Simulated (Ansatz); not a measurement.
Isomers of CH₈InNSi, relaxed with PBE0-D4/def2-TZVP in Ansatz; electronic energies, one conformer each and not always the lowest. Functionals use def2-TZVPP; CBS adds triple-zeta CCSD(T) − MP2 to the MP2 limit of def2-TZVPP and def2-QZVPP.

Elements past krypton have def2 core potentials. Outer-core shells of In are correlated without core-valence functions. Spin–orbit coupling is left out.

**Question.** Order them by energy at frozen-core CCSD(T)/CBS, lowest first. (Best estimate.)
A. `C[SiH](N)[InH2]`
B. `N[CH]([SiH3])[InH2]`
C. `C[N]([SiH3])[InH2]`

**Answer.** A (0.0 kJ/mol), C (63.4 kJ/mol), B (185.1 kJ/mol).

**Question.** How do PBE-D4, PBE0-D4, r2SCAN-D4, MP2/CBS(def2) place them (kJ/mol, against `C[SiH](N)[InH2]`)? (Best estimate.)

**Answer.** Computed: 
```
               isomer  PBE-D4  PBE0-D4  r2SCAN-D4  MP2/CBS(def2)
`N[CH]([SiH3])[InH2]`   181.5    189.4      189.7          188.0
 `C[N]([SiH3])[InH2]`    78.4     82.0       75.2           62.5
```
